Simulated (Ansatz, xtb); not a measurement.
Isomers of C6H8OSi in order of energy

4 gas-phase structures of C6H8OSi, from a drawn sample of its isomers (lower ones may exist). Each was relaxed with GFN2-xTB; where two conformers were screened, the lower at r2SCAN-D4/def2-SVP is listed:

A. `C=Cc1cocc1[SiH3]`, a singlet
B. `C=Cc1ccc([SiH3])o1`, a singlet
C. `C=Cc1cc([SiH3])co1`, a singlet
D. `C=Cc1coc([SiH3])c1`, a singlet

Estimate their order in r2SCAN-D4/def2-SVP energy at these geometries, lowest first.

Calculated order at r2SCAN-D4/def2-SVP: B (0.000), C (0.012), A (0.134), D (0.172) eV. Less than 1 kcal/mol parts B and C; A and D, so the order within those pairs means little.

Energies above the lowest of each column, in eV; the last columns are at B3LYP-D3(BJ)/def2-SVP geometries:

| structure | GFN2-xTB | HF/STO-3G | r2SCAN-D4/def2-SVP | B3LYP-D3(BJ)/def2-SVP | CCSD(T)/def2-SVP + ΔMP2/def2-TZVPP |
| --- | --- | --- | --- | --- | --- |
| B | 0.000 | 0.000 | 0.000 | 0.016 | 0.033 |
| C | 0.067 | 0.039 | 0.012 | 0.000 | 0.000 |
| A | 0.129 | 0.205 | 0.134 | 0.121 | 0.107 |
| D | 0.082 | 0.092 | 0.172 | 0.164 | 0.152 |

CCSD(T)/def2-SVP + ΔMP2/def2-TZVPP has B and C within 1 kcal/mol of each other at the bottom, and every level picks one of them. CCSD(T)/def2-SVP + ΔMP2/def2-TZVPP orders those it was run on as C (0.000), B (0.033), A (0.107), D (0.152) eV. Less than 1 kcal/mol parts C and B, so the order within that pair means little. Some further structures that were screened fall inside this span and aren't listed. Flexible structures stand in one conformer each, not always the lowest. ΔMP2 is the change of the MP2 energy from the smaller to the larger basis.

Over these structures GFN2-xTB departs from r2SCAN-D4/def2-SVP by 0.040 eV on average once a common shift is removed. A GFN2-xTB relaxation took about 0.075 s and the r2SCAN-D4/def2-SVP energy about 1.9 s on a shared host (Ansatz 0.2.0, xtb 6.7.1).
